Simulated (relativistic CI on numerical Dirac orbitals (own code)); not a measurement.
## Slater and spin-orbit integrals, Tc XII

Computed by Dirac-Coulomb-Breit CI, separate exchange-only KLI orbitals for each configuration, model QED, unscaled Slater integrals (own radial code, finite nucleus).

Slater integrals F^k, G^k are unscaled and averaged over j, outside the closed core [Ar] 3d10; ζ comes from projecting the Hamiltonian with its Breit term on Σ l·s of the shell.

- 4s2 4p2: F^2(4p,4p) = 103140, ζ(4p) = 21482 cm⁻¹; <r>(4p) = 1.015, <r^2>(4p) = 1.161 (bohr units).
- 4s 4p3: F^2(4p,4p) = 103170, G^1(4s,4p) = 136440, ζ(4p) = 21419 cm⁻¹; <r>(4s) = 0.9605, <r^2>(4s) = 1.035, <r>(4p) = 1.015, <r^2>(4p) = 1.16 (bohr units).
- 4p4: F^2(4p,4p) = 103040, ζ(4p) = 21364 cm⁻¹; <r>(4p) = 1.016, <r^2>(4p) = 1.163 (bohr units).

Averages of the first 10 configurations, taken without configuration mixing, which lowers the lowest level and can move excited configurations by several eV; other configurations of the list can lie among them:

```
Configuration  Parity  States  Average energy above the lowest level (eV)
      4s2 4p2    even      15                                         7.7
       4s 4p3     odd      40                                        40.9
          4p4    even      15                                        78.7
    4s2 4p 4d     odd      60                                        59.9
    4s 4p2 4d    even     300                                        91.1
    4s2 4p 4f    even      84                                       109.8
    4s 4p2 4f     odd     420                                       141.3
       4p3 4d     odd     200                                       127.0
    4s2 4p 5s     odd      12                                       105.0
    4s 4p 4d2     odd     540                                       142.7
```
